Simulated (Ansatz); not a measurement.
Consider the cleavage of the Si–Si bond: `F[SiH](F)[Si](F)(F)F` + H–F → `F[Si](F)(F)F` + `F[SiH2]F`.

Isolated molecules relaxed with PBE0-D4/def2-TZVP in Ansatz; ΔE leaves out vibrations. CCSD(T)/CBS adds triple-zeta CCSD(T) − MP2 to the extrapolated MP2 energy (def2 sets, frozen cores). This one scheme is used for every species. Functionals use def2-TZVPP. One conformer a species, not always the lowest.

CCSD(T)/CBS gives -178.3 kJ/mol.

(1) Another level gave -179.2 kJ/mol. Which?
A. LC-ωPBE/def2-TZVPP
B. PBE0/def2-TZVPP
C. r2SCANh-D4/def2-TZVPP
D. CAM-B3LYP/def2-TZVPP

(2) What do rigid-rotor, harmonic-oscillator terms from PBE0-D4/def2-TZVP frequencies (298.15 K, 1 bar) make of the CCSD(T)/CBS value? (Estimate.)

Largest T1 diagnostic among the species: 0.013.

## Answers

(1) C. r2SCANh-D4 -179.2, LC-ωPBE -168.4, CAM-B3LYP -183.5, PBE0 -164.1 kJ/mol.

(2) The calculation gave: ΔZPE = +2.8 kJ/mol, ΔH = -181.5 kJ/mol, ΔS = -21 J/(mol·K), ΔG = -175.1 kJ/mol. Modes under 50 cm⁻¹ make the entropy rough.

From BLYP to BHLYP (50 % exact exchange), in def2-TZVPP and without D4, ΔE moves by −23.0 kJ/mol. In def2-TZVPP, CCSD(T) changes the Hartree–Fock value by +27.7 kJ/mol (the triples alone add +4.2 kJ/mol) and MP2 by +22.7 kJ/mol. Leaving LDA and LC-ωPBE aside and taking each functional with its dispersion term where it has one, the values, not all of them listed here, spread over 40.8 kJ/mol, from B2PLYP to revPBE-D4. LDA lies −4.1 kJ/mol from PBE without D4.
